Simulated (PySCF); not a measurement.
CH₉NSi₄, SMILES [SiH3][Si@H]1[SiH2]C=N[SiH2]1.

Geometry: PBE-D3(BJ)/def2-SVP. The structure was generated by enumeration; whether it is a known compound was not checked.

Two levels are set side by side: TDA-PBE/def2-SVPD (PySCF) and TDA-ωB97X/def2-SVPD (PySCF). Vertical, same geometry. The lowest singlet is HOMO→LUMO 99 % with PBE and HOMO→LUMO 84 % with the other functional; states are paired by order. Differences are taken from unrounded values.

```json
[
 {"quantity": "lowest singlet excitation (eV)", "TDA-ωB97X": "3.55"},
 {"quantity": "lowest triplet excitation (TDA) (eV)", "TDA-ωB97X": "2.92"}
]
```

### Question
What does TDA-PBE give, and how far is it from TDA-ωB97X? (The exact figures need the calculation; the answer reports its results.)

### Answer

| quantity | TDA-PBE | TDA-PBE minus TDA-ωB97X |
|---|---|---|
| lowest singlet excitation (eV) | 3.26 | -0.29 |
| lowest triplet excitation (TDA) (eV) | 2.67 | -0.26 |

Functionals without exact exchange tend to place singlet excitations lower, as here. Differences between two approximate levels are no errors against the true value.

Rough cost on one machine, each run with all the roots and properties that it gave: TDA-ωB97X against TDA-PBE about 7 times.
